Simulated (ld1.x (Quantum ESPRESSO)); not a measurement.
**strontium ultrasoft: all-electron and pseudo phase curves**

- Element: strontium (Sr)
- Generator: ld1.x (Quantum ESPRESSO) 7.5
- Type: ultrasoft
- Functional: PBE
- Relativity: scalar-relativistic
- Frozen core: [Ar] 3d10
- Valence charge: 10
- Reference configuration: 4s2 4p6 4d0 5s1 5p0 (charge +1)
- Partial waves: 4s (bound): rcut 1.75, rcutus 2.20 bohr; 5s (bound): rcut 1.75, rcutus 2.20 bohr; 4p (bound): rcut 2.05, rcutus 2.35 bohr; 5p (bound, empty): rcut 2.05, rcutus 2.35 bohr; 4d (bound, empty): rcut 2.95, rcutus 3.90 bohr; 4d channel at -0.05 Ry: rcut 2.95, rcutus 3.90 bohr
- Local potential: all-electron potential smoothed inside 3.45 bohr (lloc = -2)
- Core correction: a·sin(br)/r model core, default radius (core density twice the valence density)
- Augmentation charge: PSQ, inside the norm-conserving radii

The phase is arctan(r·u′/u) with u = r·R(r), unwrapped; energies in Ry, scanned from -5 to 5 Ry. A pole is an energy at which the radial function vanishes at the test radius. The pseudo phase is shifted by a multiple of π to meet the all-electron one at the reference energy, and phase errors are pseudo minus all-electron; the curves can meet again beyond the range given. Levels narrower than the energy grid can be missing from the lists of poles.

Task: For each channel, where are the poles, and over which energies does the pseudopotential scatter like the atom?

Result:

```json
{"channel": "s", "radius (bohr)": "4.24", "reference energy (Ry)": "-0.61", "poles, all-electron": "-0.02, 3.19", "poles, pseudo": "-0.02, 3.25", "unbroken range about the reference energy with phases within 0.05 rad": "below 1.3", "phase error 1 Ry above the reference energy (rad)": "+0.001"}
{"channel": "p", "radius (bohr)": "4.24", "reference energy (Ry)": "-0.40", "poles, all-electron": "-2.13, 0.55, 3.91", "poles, pseudo": "-2.13, 0.56, 4.12", "unbroken range about the reference energy with phases within 0.05 rad": "below 1.7", "phase error 1 Ry above the reference energy (rad)": "+0.001"}
{"channel": "d", "radius (bohr)": "4.24", "reference energy (Ry)": "-0.50", "poles, all-electron": "-0.34, 1.75", "poles, pseudo": "-0.34, 1.79", "unbroken range about the reference energy with phases within 0.05 rad": "below 2.7", "phase error 1 Ry above the reference energy (rad)": "+0.004"}
```

Phases in the s channel:

| E (Ry) | all-electron | pseudo |
| --- | --- | --- |
| -5.00 | 1.455 | 1.455 |
| -4.48 | 1.447 | 1.447 |
| -3.96 | 1.437 | 1.437 |
| -3.44 | 1.434 | 1.434 |
| -2.92 | 1.408 | 1.408 |
| -2.40 | 1.382 | 1.382 |
| -1.88 | 1.338 | 1.338 |
| -1.36 | 1.237 | 1.237 |
| -0.84 | 0.625 | 0.626 |
| -0.32 | -1.409 | -1.409 |
| 0.20 | -1.640 | -1.639 |
| 0.72 | -1.798 | -1.795 |
| 1.24 | -2.391 | -2.349 |
| 1.76 | -4.326 | -4.302 |
| 2.28 | -4.587 | -4.579 |
| 2.80 | -4.672 | -4.667 |
| 3.32 | -4.724 | -4.719 |
| 3.84 | -4.771 | -4.765 |
| 4.36 | -4.834 | -4.824 |
| 4.88 | -4.981 | -4.956 |
